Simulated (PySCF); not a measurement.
H₃B₃O₃, charge -1, doublet, geometry from GFN2-xTB (a state made from the parent by changing its charge; the spin is typed, not shown lowest) (in this run its highest filled SCF level lies above zero, so its values depend strongly on the basis, on diffuse functions most of all); B3LYP/3-21G (PySCF).

PySCF was given this input:
```python
from pyscf import gto, scf, dft

mol = gto.Mole()
mol.atom = '''
    B    -0.60728257    1.19685265    0.16902071
    O    -1.40348450    0.03382337    0.16762818
    B    -0.69503032   -1.15694414   -0.09071650
    O     0.61276089   -1.23313937   -0.19279040
    B     1.48170512   -0.05401672   -0.01105707
    O     0.70335584    1.19703216    0.07537462
    H    -1.20229179    2.23220637    0.28760299
    H    -1.36553159   -2.14663289   -0.19559398
    H     2.36980431    0.00323830   -0.82994389
'''
mol.basis = '3-21g'
mol.charge = -1
mol.spin = 1
mol.verbose = 4
mol.build()

mf = dft.UKS(mol)
mf.xc = 'b3lyp'
mf.kernel()
mf.analyze()
```

**Question.** What does PySCF print? Leave out banner, timings and long lists.

**Answer.** 
```
PySCF version 2.14.0

[INPUT] verbose = 4
[INPUT] num. atoms = 9
[INPUT] num. electrons = 43
[INPUT] charge = -1
[INPUT] spin (= nelec alpha-beta = 2S) = 1
[INPUT] symmetry False subgroup None
[INPUT] Mole.unit = angstrom
[INPUT] Symbol           X                Y                Z      unit          X                Y                Z       unit  Magmom
[...]
nuclear repulsion = 198.368618306515
number of shells = 36
number of NR pGTOs = 99
number of NR cGTOs = 60
basis = 3-21g
ecp = {}

******** <class 'pyscf.dft.uks.UKS'> ********
method = UKS
initial guess = minao
damping factor = 0
level_shift factor = 0
DIIS = <class 'pyscf.scf.diis.CDIIS'>
diis_start_cycle = 1
diis_space = 8
diis_damp = 0
SCF conv_tol = 1e-09
SCF conv_tol_grad = None
SCF max_cycles = 50
direct_scf = True
direct_scf_tol = 1e-13
number electrons alpha = 22  beta = 21
XC library pyscf.dft.libxc version 7.1.2
    S. Lehtola, C. Steigemann, M. J. T. Oliveira, and M. A. L. Marques,  SoftwareX 7, 1–5 (2018)
XC functionals = b3lyp
    P. J. Stephens, F. J. Devlin, C. F. Chabalowski, and M. J. Frisch,  J. Phys. Chem. 98, 11623 (1994)
radial grids:
    Treutler-Ahlrichs [JCP 102, 346 (1995); DOI:10.1063/1.469408] (M4) radial grids

becke partition: Becke, JCP 88, 2547 (1988); DOI:10.1063/1.454033
pruning grids: <function nwchem_prune>
grids dens level: 3
symmetrized grids: False
atomic radii adjust function: <function treutler_atomic_radii_adjust>
small_rho_cutoff = 0
Set gradient conv threshold to 3.16228e-05
tot grids = 113808
init E= -301.246717649019

cycle= 1 E= -300.441404810559  delta_E= 0.805  |g|= 0.701  |ddm|= 2.22
cycle= 2 E= -300.160680925266  delta_E= 0.281  |g|= 1.12  |ddm|= 1.54
cycle= 3 E= -300.619792185983  delta_E= -0.459  |g|= 0.118  |ddm|= 0.999
cycle= 4 E= -300.623806140798  delta_E= -0.00401  |g|= 0.0671  |ddm|= 0.15
cycle= 5 E= -300.625442946314  delta_E= -0.00164  |g|= 0.00465  |ddm|= 0.0512
cycle= 6 E= -300.625458115398  delta_E= -1.52e-05  |g|= 0.00114  |ddm|= 0.0082
cycle= 7 E= -300.625459338159  delta_E= -1.22e-06  |g|= 0.000389  |ddm|= 0.00239
cycle= 8 E= -300.62545948852  delta_E= -1.5e-07  |g|= 0.000184  |ddm|= 0.00103
cycle= 9 E= -300.625459517539  delta_E= -2.9e-08  |g|= 2.55e-05  |ddm|= 0.000341
cycle= 10 E= -300.625459518221  delta_E= -6.81e-10  |g|= 4.74e-06  |ddm|= 4.88e-05
Extra cycle  E= -300.625459518254  delta_E= -3.26e-11  |g|= 4.26e-06  |ddm|= 1.39e-05
converged SCF energy = -300.625459518254  <S^2> = 0.75161201  2S+1 = 2.0016114
**** SCF Summaries ****
Total Energy =                        -300.625459518253535
Nuclear Repulsion Energy =             198.368618306514634
One-electron Energy =                 -812.437511790159078
Two-electron Energy =                  313.443433965390909
Two-electron Coulomb Energy =          352.832331358162321
DFT Exchange-Correlation Energy =      -39.388897392771405
**** MO energy ****
                             alpha | beta                alpha | beta
[...]
To work with the spin densities directly, `use mulliken_meta_spin()` only printing them here.

 ** Mulliken spin pop alpha/beta on meta-lowdin orthogonal AOs **
 ** Mulliken Spin Density (per AO)  **
spin_pop of  0 B 1s       -0.00000
spin_pop of  0 B 2s        0.00381
spin_pop of  0 B 3s        0.00018
spin_pop of  0 B 2px       0.00108
spin_pop of  0 B 2py       0.00020
spin_pop of  0 B 2pz       0.04532
spin_pop of  0 B 3px      -0.00010
spin_pop of  0 B 3py       0.00006
spin_pop of  0 B 3pz       0.00029
spin_pop of  1 O 1s       -0.00000
spin_pop of  1 O 2s        0.00119
spin_pop of  1 O 3s       -0.00001
spin_pop of  1 O 2px       0.00014
spin_pop of  1 O 2py       0.00075
spin_pop of  1 O 2pz       0.04072
spin_pop of  1 O 3px      -0.00001
spin_pop of  1 O 3py       0.00003
spin_pop of  1 O 3pz       0.00031
spin_pop of  2 B 1s       -0.00000
spin_pop of  2 B 2s        0.00381
spin_pop of  2 B 3s        0.00018
spin_pop of  2 B 2px       0.00128
spin_pop of  2 B 2py       0.00168
spin_pop of  2 B 2pz       0.04365
spin_pop of  2 B 3px      -0.00009
spin_pop of  2 B 3py       0.00012
spin_pop of  2 B 3pz       0.00023
spin_pop of  3 O 1s        0.00000
spin_pop of  3 O 2s        0.00283
spin_pop of  3 O 3s        0.00007
spin_pop of  3 O 2px      -0.00126
spin_pop of  3 O 2py      -0.00459
spin_pop of  3 O 2pz       0.01130
spin_pop of  3 O 3px       0.00010
spin_pop of  3 O 3py       0.00001
spin_pop of  3 O 3pz       0.00019
spin_pop of  4 B 1s        0.00004
spin_pop of  4 B 2s        0.15720
spin_pop of  4 B 3s        0.00488
spin_pop of  4 B 2px       0.10128
spin_pop of  4 B 2py       0.01506
spin_pop of  4 B 2pz       0.55819
spin_pop of  4 B 3px       0.00277
spin_pop of  4 B 3py       0.00020
spin_pop of  4 B 3pz       0.00209
spin_pop of  5 O 1s        0.00000
spin_pop of  5 O 2s        0.00283
spin_pop of  5 O 3s        0.00007
spin_pop of  5 O 2px      -0.00098
spin_pop of  5 O 2py      -0.00401
spin_pop of  5 O 2pz       0.01044
spin_pop of  5 O 3px       0.00009
spin_pop of  5 O 3py       0.00001
spin_pop of  5 O 3pz       0.00020
spin_pop of  6 H 1s       -0.00239
spin_pop of  6 H 2s        0.00003
spin_pop of  7 H 1s       -0.00239
spin_pop of  7 H 2s        0.00003
spin_pop of  8 H 1s        0.00035
spin_pop of  8 H 2s        0.00057
 ** Mulliken Spin Density (per atom)  **
spin density of  0 B =      0.05084
spin density of  1 O =      0.04311
spin density of  2 B =      0.05085
spin density of  3 O =      0.00864
spin density of  4 B =      0.84171
spin density of  5 O =      0.00864
spin density of  6 H =     -0.00235
spin density of  7 H =     -0.00235
spin density of  8 H =      0.00091
 ** Mulliken pop alpha/beta on meta-lowdin orthogonal AOs **
 ** Mulliken pop       alpha | beta **
In total            22.00000 | 21.00000
 ** Mulliken atomic charges   ( Nelec_alpha | Nelec_beta ) **
charge of  0B =      0.19623  (     2.42731      2.37646 )
charge of  1O =     -0.39886  (     4.22098      4.17787 )
charge of  2B =      0.19623  (     2.42731      2.37646 )
charge of  3O =     -0.33814  (     4.17339      4.16475 )
charge of  4B =     -0.12952  (     2.98562      2.14391 )
charge of  5O =     -0.33814  (     4.17339      4.16475 )
charge of  6H =     -0.05702  (     0.52733      0.52969 )
charge of  7H =     -0.05702  (     0.52733      0.52969 )
charge of  8H =     -0.07375  (     0.53733      0.53642 )

WARN: System has nonzero charge -1; the dipole moment is origin-dependent.
Location of origin: [0. 0. 0.]

Dipole moment(X, Y, Z, Debye): -2.30442,  0.10664, -0.18809
```
